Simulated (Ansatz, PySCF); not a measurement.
Dimer: HF (SMILES F) (first 2 atoms) with PH3 (SMILES P); geometry from B3LYP-D3(BJ)/def2-TZVP, rigid monomers moved along the line of their centres of mass till H2···P3 is 2.06 Å.
(charge 0, multiplicity 1):
```xyz
6

F     -1.444    -0.229    -0.244
H     -0.946    -0.051     0.533
P      0.143     0.342     2.238
H     -0.174    -0.276     3.468
H      1.529     0.071     2.300
H      0.236     1.652     2.761
```

Counterpoise-corrected where a basis set is named; no monomer relaxation. Rows marked so take none.

Rows in 6-31G* carry no dispersion term and start afresh at each structure (6-31G* with six Cartesian d functions).

The values were computed with Ansatz (a first-principles code); PySCF for 6-31G* rows, the dispersion terms. 

Problem. Estimate the interaction energy that B3LYP/6-31G* (no counterpoise) returns for this input.

Solution. -17 kJ/mol

Problem. Predict the interaction energy from r2SCAN/def2-TZVPPD.

Solution. -22 kJ/mol

Problem. Predict the interaction energy from PBE-D4/def2-TZVPPD.

Solution. -26 kJ/mol
